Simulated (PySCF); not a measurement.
FH8NSi3, SMILES N[SiH2][SiH2][SiH2]F.

The structure is a stationary point at PBE-D3(BJ)/def2-SVP. The structure was generated by enumeration, and PubChem lists no compound with its InChIKey, so it may never have been made. One conformer was computed; it need not be the lowest.

These are TDA-B3LYP/def2-SVPD in PySCF values and carry that method's errors.

Vertical excitations. The molecule is in vacuum.

List the lowest excited states. (Estimate from the structure and the level; the computed values follow.)


```csv
state,energy (eV),λ (nm),f,main pairs
S1,5.42,229,0.005,HOMO→LUMO 95 %
S2,6.06,205,0.002,"HOMO−1→LUMO 47 %, HOMO→LUMO+1 41 %, HOMO→LUMO+2 10 %"
S3,6.18,201,0.085,"HOMO→LUMO+1 50 %, HOMO−1→LUMO 42 %"
S4,6.27,198,0.012,HOMO→LUMO+2 86 %
S5,6.61,188,0.011,HOMO→LUMO+3 84 %
S6,6.63,187,0.021,HOMO−1→LUMO+1 79 %
S7,6.88,180,0.019,"HOMO−1→LUMO+2 54 %, HOMO−2→LUMO 38 %"
S8,6.92,179,0.054,"HOMO−2→LUMO 54 %, HOMO−1→LUMO+2 33 %"
S9,7.14,174,0.070,HOMO→LUMO+4 79 %
S10,7.21,172,0.013,"HOMO−1→LUMO+3 43 %, HOMO→LUMO+5 40 %"
T1,5.03,246,0,HOMO→LUMO 95 %
T2,5.48,226,0,"HOMO→LUMO+1 64 %, HOMO−1→LUMO 25 %"
T3,5.64,220,0,"HOMO−1→LUMO 54 %, HOMO→LUMO+2 25 %, HOMO→LUMO+1 12 %"
T4,5.89,211,0,"HOMO→LUMO+2 56 %, HOMO−1→LUMO 13 %, HOMO→LUMO+1 12 %, HOMO−1→LUMO+2 9 %"
```
Triplets are in the Tamm–Dancoff approximation.
